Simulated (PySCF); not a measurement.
**Spin-rotation constants: `C1C[SiH]([Si@@H]2CCO2)C1`, C₅H₁₂OSi₂**

Geometry (Å), atoms numbered from 1 in this order:
```xyz
20

C    -3.0171    0.0524    0.1612
C    -2.0107    0.4303   -0.9368
Si   -0.6765   -0.6898   -0.1266
Si    1.3374    0.2667    0.4094
C     2.5128    0.8379   -0.9942
C     3.3480   -0.3610   -0.5541
O     2.5153   -0.9065    0.4667
C    -2.0697   -0.5918    1.1857
H    -3.5783    0.8999    0.5543
H    -3.7320   -0.6792   -0.2116
H    -1.7680    1.4913   -0.9086
H    -2.3557    0.2042   -1.9422
H    -0.6678   -2.0196   -0.7754
H     1.4652    1.1648    1.5712
H     3.0265    1.7875   -0.8869
H     2.1509    0.7510   -2.0141
H     4.3129   -0.0907   -0.1220
H     3.5032   -1.1156   -1.3270
H    -2.4539   -1.5099    1.6220
H    -1.8477    0.0887    2.0064
```

Theory: GIAO HF/pcSseg-1 magnetisability, rotational g tensor and spin-rotation constants, non-relativistic, gas phase (PySCF 2.14.0). Geometry: GFN2-xTB.

(1) Give the nuclear spin-rotation constants along the inertial axes (H = +C I·J) beside the isotropic shieldings.

(2) How do the rotational constants and the g tensor change when H9, H10, H11, H12, H13, H14, H15, H16, H17, H18, H19, H20 are replaced by deuterium?

## Answers

(1) Rotational constants 3.9311, 0.7142, 0.6693 GHz. A star marks the isotopologue with that one atom substituted, in its own axes.
| atom | isotope | Caa (kHz) | Cbb (kHz) | Ccc (kHz) | mean (kHz) | σ (ppm) |
| --- | --- | --- | --- | --- | --- | --- |
| H9 | 1H | -0.262 | -0.077 | -0.004 | -0.115 | 30.0 |
| H10 | 1H | -0.142 | -0.086 | -0.016 | -0.081 | 29.9 |
| H11 | 1H | -0.421 | -0.047 | -0.024 | -0.164 | 31.2 |
| H12 | 1H | -0.395 | -0.043 | -0.031 | -0.156 | 31.2 |
| H13 | 1H | -0.353 | -0.068 | 0.033 | -0.129 | 27.2 |
| H14 | 1H | -0.343 | -0.060 | 0.036 | -0.122 | 26.3 |
| H15 | 1H | -0.291 | -0.062 | -0.022 | -0.125 | 30.3 |
| H16 | 1H | -0.400 | -0.020 | -0.044 | -0.155 | 30.4 |
| H17 | 1H | 0.120 | -0.075 | -0.043 | 0.001 | 27.6 |
| H18 | 1H | -0.363 | -0.080 | 0.043 | -0.133 | 27.6 |
| H19 | 1H | -0.329 | -0.018 | -0.064 | -0.137 | 31.1 |
| H20 | 1H | -0.418 | -0.081 | 0.009 | -0.163 | 31.1 |
| C1 | 13C* | 0.566 | 0.082 | 0.098 | 0.248 | 172.6 |
| C2 | 13C* | 0.389 | 0.087 | 0.080 | 0.185 | 187.3 |
| Si3 | 29Si* | -2.172 | -0.372 | -0.387 | -0.977 | 418.4 |
| Si4 | 29Si* | -2.369 | -0.417 | -0.447 | -1.078 | 361.7 |
| C5 | 13C* | 0.456 | 0.091 | 0.099 | 0.215 | 175.9 |
| C6 | 13C* | 0.820 | 0.111 | 0.157 | 0.363 | 128.9 |
| O7 | 17O* | -0.319 | -0.018 | -0.051 | -0.129 | 322.7 |
| C8 | 13C* | 0.420 | 0.078 | 0.086 | 0.195 | 186.3 |

For the geometry as given, no vibrational averaging.

(2) Constants 3.0571, 0.6161, 0.5799 GHz; g -0.0401, -0.0051, -0.0132, against -0.0513, -0.0059, -0.0152 before.
